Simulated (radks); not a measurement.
Values are calculated unless marked as measured or tabulated.
Numerical settings for neutral nitrogen, [He] 2s2 2p3. Level of theory: Dirac Kohn-Sham, PBE, spin-unpolarised, spherical densities, finite nucleus; open shells fill j = l - 1/2 first; Fermi nuclear charge, rms radius 2.5582 fm (a radial shooting solver on a logarithmic mesh with Libxc functionals). The defaults (mesh step 0.008 in ln r, mesh end at 40 bohr or more with all orbitals vanishing there, Anderson mixing 0.5 over 9 steps, residual threshold near 1e-9 with the energy settled to 1e-9 hartree or 1e-11 of itself, here a cap of 87 iterations) give E = -54.4537 hartree and 2p3/2 at -7.079 eV in 14 iterations. Times are rough (one thread of a shared host). Changes against that run (0 stands for a change within the tolerance of the run):

setting                     iterations         converged  E (mhartree)  e(2p3/2) (meV)  CPU (s)
mesh step in ln r 0.03              14               yes             0               0     0.03
mesh step in ln r 0.2               87                no     -3.68e+05               -     0.13
mesh step in ln r 0.05              14               yes             0               0     0.02
mesh end (bohr) 5                   14               yes         +12.4            +631     0.06
mesh end (bohr) 1                   13  level above zero     +2.72e+04       +1.89e+05     0.04
residual threshold 1e-05            10               yes             0         -0.0575     0.05
residual threshold 1e-13            87                no             0               0     0.24
mixing 1                             9               yes             0               0     0.05
linear mixing, mixing 0.8           41               yes             0               0     0.13
linear mixing, mixing 0.05          87                no      +0.00304             -84     0.29
mixing history 3                    15               yes             0               0     0.06
iteration cap 3                      3                no        +0.182           +99.5     0.02

Settled on a wrong energy, with an occupied level pushed above zero by the early mesh end: mesh end (bohr) 1 (+27.2 hartree). Apart from these: settings that end as converged yet miss the energy by more than 1 mhartree: mesh end (bohr) 5 (+0.0124 hartree). A mesh that ends early acts as a hard wall.
